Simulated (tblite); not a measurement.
Species: C₃H₅NO₂Si.
Atom-mapped SMILES: `[N:1]#[C:2][CH2:3][C:4](=[O:5])[O:6][SiH3:7]` (hydrogens: H8, H9 on C3; H10, H11, H12 on Si7)

Cartesian coordinates in Å at the GFN2-xTB level; atoms count from 1:
```xyz
12
C3H5NO2Si angstrom
N     -2.0630    1.5056    1.8068
C     -1.9371    0.7525    0.9576
C     -1.7582   -0.1866   -0.1195
C     -0.3263   -0.1014   -0.6461
O     -0.0572    0.0821   -1.7994
O      0.5676   -0.2574    0.3041
Si     2.2186   -0.1648    0.0536
H     -1.9327   -1.1976    0.2599
H     -2.4576    0.0308   -0.9299
H      2.6213   -0.2709    1.4464
H      2.5261    1.1086   -0.5818
H      2.5997   -1.3015   -0.7777
```

Computed values, GFN2-xTB/tblite, gas phase, harmonic and unscaled. Against measured fundamentals such values can be off by several per cent, at times by over 20. Modes of hydrogen on silicon can be 10 to 20 % off. One conformer, not necessarily the lowest.

Harmonic wavenumbers (cm⁻¹): 26.0, 68.5, 87.0, 120.8, 152.7, 330.3, 375.9, 464.2, 557.1, 608.8, 616.1, 673.4, 737.5, 762.4, 773.1, 796.6, 913.4, 948.4, 1003.8, 1078.4, 1210.9, 1246.2, 1383.5, 1780.8, 2304.8, 2332.2, 2357.7, 2415.5, 2960.0, 2986.0.

A = 4010, B = 1368, C = 1099 MHz; mass 115.009 u (most abundant isotopes); point group C1, symmetry number 1.

Problem. Zero-point energy?

Solution. Half the sum of the wavenumbers: 16036 cm⁻¹ = 45.85 kcal/mol.

Problem. What is S at 200 K and 1 bar for an ideal gas of classical rigid rotors and harmonic oscillators?

Solution. Translation 38.18, rotation 27.18, vibration 18.24: S = 83.6 cal/(mol K).

Problem. And Cp and H(200 K) − H(0)?

Solution. Cp = 24.02 cal/(mol K), of which vibrations give 16.07 (their classical limit is 30 R = 59.6); H(200 K) − H(0) = 3.37 kcal/mol without the zero-point energy, 1.78 from vibrations.

Problem. How do the functions run with temperature in this model?

Solution. 
```tsv
T (K)	S (cal/(mol K))	Cp (cal/(mol K))	H − H(0) (kcal/mol)	G − H(0) (kcal/mol)	ln q(vib)
50	58.9	13.8	0.53	-2.41	0.92
100	69.7	17.3	1.32	-5.65	2.29
298.15	94.5	31.1	6.08	-22.10	6.82
373.15	102.0	35.8	8.59	-29.48	8.37
500	113.4	41.9	13.54	-43.16	10.88
750	132.0	50.0	25.11	-73.93	15.43
1000	147.2	55.1	38.29	-108.89	19.47
```

q(vib) and H(0) count from the zero-point level.

Problem. Which modes carry the vibrational entropy at 200 K?

Solution. 26.0 cm⁻¹: 5.32; 68.5 cm⁻¹: 3.41; 87.0 cm⁻¹: 2.95; 120.8 cm⁻¹: 2.33; 152.7 cm⁻¹: 1.90; 330.3 cm⁻¹: 0.68 cal/(mol K); the other 24 give 1.65 together.

Problem. What must be added to the electronic energy to get the Gibbs energy at 200 K and 1 bar?

Solution. ZPE + [H(200 K) − H(0)] − T·S = 45.85 + 3.37 − 16.72 = 32.50 kcal/mol.

Hindered rotation and anharmonicity are outside this model. Other conformers, if any are populated, would add a mixing term that is left out. The structure is chiral; the term R ln 2 for an equal mix with its mirror image is left out.
